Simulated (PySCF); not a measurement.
Species: C7H6O3.
Numbering: `[O:1]=[C:2]1[CH2:3][O:4][C@H:5]1[c:6]1[cH:7][cH:8][cH:9][o:10]1`

Cartesian coordinates in Å at the GFN2-xTB level; atoms count from 1:
```xyz
16
C7H6O3 angstrom
O      1.745    1.973   -0.940
C      1.732    0.829   -0.614
C      2.603   -0.091    0.206
O      1.685   -1.165   -0.013
C      0.798   -0.363   -0.815
C     -0.577   -0.218   -0.271
C     -1.023    0.038    0.993
C     -2.435    0.082    0.907
C     -2.737   -0.142   -0.400
O     -1.620   -0.328   -1.121
H      3.594   -0.293   -0.210
H      2.697    0.173    1.263
H      0.745   -0.718   -1.851
H     -0.423    0.167    1.871
H     -3.122    0.259    1.709
H     -3.671   -0.192   -0.923
```

Probes without a nucleus sit at each ring's centroid and 1 Å off its mean plane on both sides; NICS is minus the shielding there, NICSzz its component along the normal. Level: GIAO PBE0/pcSseg-1 (PySCF, non-relativistic, gas phase) on the GFN2-xTB geometry, one conformer.

Rings: 1. C2–C3–O4–C5; 2. C6–C7–C8–C9–O10.

```json
{"set": "P", "NICS(0)": "-12.1", "NICS(1), two faces": "-10.5 / -10.5", "NICS(1)zz, two faces": "-27.0 / -27.1"}
{"set": "Q", "NICS(0)": "6.3", "NICS(1), two faces": "0.7 / 1.0", "NICS(1)zz, two faces": "-0.5 / -0.3"}
```

Task: Which set (ppm) belongs to which ring?

Result: P = 2, Q = 1.
- 1 (4-membered ring with O; formal bonds all single): mean NICS(1)zz -0.4 ppm, near zero. C3, C5 have four or more neighbours; no verdict on aromaticity is drawn.
- 2 (5-membered ring with O; formal bonds all aromatic): mean NICS(1)zz -27.1 ppm, shielded. For a flat ring without four-coordinate atoms the NICS criterion counts such a value as aromatic.

Task: How do the rings differ in shape?

Result: 
| ring | bond lengths (Å) | rms pucker (Å) | HOMA | nearest outside atom to a NICS(1) probe (Å) |
| --- | --- | --- | --- | --- |
| 1 | 1.509, 1.430, 1.439, 1.528 | 0.00 | – | hydrogen 1.65 |
| 2 | 1.366, 1.415, 1.360, 1.342, 1.349 | 0.00 | 0.48 | hydrogen 2.42 |

HOMA = 1 − mean of α(R − Ropt)² over the ring bonds, with Krygowski's 1993 parameters (CC: Ropt 1.388 Å, α 257.7 Å⁻²; CO: Ropt 1.265 Å, α 157.38 Å⁻²). A dash marks a ring with a four-coordinate atom, a triple bond, no multiple bond or a kind of bond without parameters.
